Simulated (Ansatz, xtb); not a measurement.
C4H5FN2: which of two isomers lies lower

We compare a, `Cc1c[nH]c(F)n1`, a singlet, with b, `Cc1cnc(F)[nH]1`, a singlet. Both are isolated molecules in the gas phase, relaxed with PBE0-D3(BJ)/def2-SVP.

Quicker runs give these differences E(b) − E(a): GFN2-xTB −0.50 kcal/mol; HF/STO-3G −1.00 kcal/mol (at GFN2-xTB geometries); r2SCAN-D4/def2-SVP +0.57 kcal/mol (at GFN2-xTB geometries).

Task: Estimate E(b) − E(a) at the level CCSD(T)/def2-SVP + ΔMP2/def2-TZVPP.

Result: CCSD(T)/def2-SVP + ΔMP2/def2-TZVPP gives E(b) − E(a) = +0.59 kcal/mol, slightly favouring structure a, which is too small a margin to settle the true order.

How the difference moves with the method:

```
                             level              geometry  E(b) − E(a) (kcal/mol)  departure from the last row (kcal/mol)  job, with rough time for the two
                          GFN2-xTB              GFN2-xTB                     −0.50                                   −1.09              optimisation, 0.12 s
                         HF/STO-3G              GFN2-xTB                     −1.00                                   −1.59              single point, 0.44 s
                r2SCAN-D4/def2-SVP              GFN2-xTB                     +0.57                                   −0.02               single point, 5.5 s
              PBE0-D3(BJ)/def2-SVP  PBE0-D3(BJ)/def2-SVP                     +0.33                                   −0.26                optimisation, 33 s
                       HF/def2-SVP  PBE0-D3(BJ)/def2-SVP                     +0.57                                   −0.02           part of the CCSD(T) run
                      MP2/def2-SVP  PBE0-D3(BJ)/def2-SVP                     +0.46                                   −0.13           part of the CCSD(T) run
                  CCSD(T)/def2-SVP  PBE0-D3(BJ)/def2-SVP                     +0.53                                   −0.06                      single point
CCSD(T)/def2-SVP + ΔMP2/def2-TZVPP  PBE0-D3(BJ)/def2-SVP                     +0.59                                                        single point, 78 s
```

As drawn, both hold the same kinds of bond in the same numbers.

The largest departure from CCSD(T)/def2-SVP + ΔMP2/def2-TZVPP is that of HF/STO-3G, 1.59 kcal/mol. The last row adds to CCSD(T) the change of the MP2 difference between the two basis sets, here +0.06 kcal/mol.

With thermal terms from frequencies at re-optimised GFN2-xTB minima (ideal gas, soft modes damped towards free rotors, one conformer each, 298.15 K, 1 atm): the zero-point term adds +0.17 kcal/mol; ΔH is +0.71 and ΔG +0.88 kcal/mol.

The correlated steps freeze 7 core orbitals. Run with Ansatz 0.2.0, xtb 6.7.1; the last row on 2 threads of Arm Neoverse V1 on a shared host.
